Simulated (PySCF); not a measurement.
Complete the spectrum of C3H8O2Si

Compound: C₃H₈O₂Si.
InChI=1S/C3H8O2Si/c1-3-6(4)5-2/h3-4,6H,1H2,2H3/t6-/m0/s1

Level of theory: PySCF, TDDFT PBE0/def2-SVPD, vertical, gas phase, core orbitals frozen in the response. The structure is a single GFN2-xTB conformer in the gas phase; no vibrational or solvent corrections. Torsions of this conformer, `[CH2:1]=[CH:2][Si@@H:3]([OH:4])[O:5][CH3:6]`: C1–C2–Si3–O4 68°, C2–Si3–O5–C6 -171°, H–O4–Si3–C2 -57°.

Orbital energies (eV): HOMO-3 -9.04, HOMO-2 -8.54, HOMO-1 -8.09, HOMO -8.05, LUMO -0.49, LUMO+1 0.39, LUMO+2 0.90.

Lowest singlets, with some entries withheld (?).

| state | E (eV) | f | main configurations (H = HOMO, L = LUMO) |
| --- | --- | --- | --- |
| S1 | ? | 0.0019 | H-1→L (44%), H→L (39%), H-2→L (12%) |
| S2 | 6.90 | 0.022 | ? |
| S3 | ? | ? | H→L (38%), H-1→L (27%), H→L+1 (14%) |
| S4 | 7.29 | ? | H-1→L+1 (52%), H-3→L (17%), H→L+1 (12%) |
| S5 | 7.32 | 0.135 | ? |
| S6 | 7.49 | ? | ? |

What stands in place of each question mark?

- S1: E = 6.17 eV
- S2: H-2→L (78%), H-1→L (12%)
- S3: E = 7.09 eV; f = 0.229
- S4: f = 0.0038
- S5: H→L+1 (60%), H-3→L (13%)
- S6: f = 0.082; H-3→L (53%), H-1→L+1 (19%), H-1→L (9%)

Where do the lowest triplets lie (Tamm–Dancoff)?

T1 4.28 eV, H→L (54%), H-1→L (37%); T2 5.67 eV, H-1→L (39%), H→L (30%), H-2→L (18%). E(S1) − E(T1) = +1.89 eV.

What is the mean static polarisability from the same response equations?

69.1 au (10.25 Å³), with principal values 56.4, 62.9 and 88.2 au.

Which level carries the most intensity, and what share of the listed sum of f?

S3, with f = 0.229 of 0.474, 48%.

Hardware: Intel Xeon Platinum 8488C, one thread, shared host with 32 logical CPUs at a one-minute load of 7.1. Cost: 26 s of wall time (with the writing of density and orbital grids), 0.79 GiB resident at most.
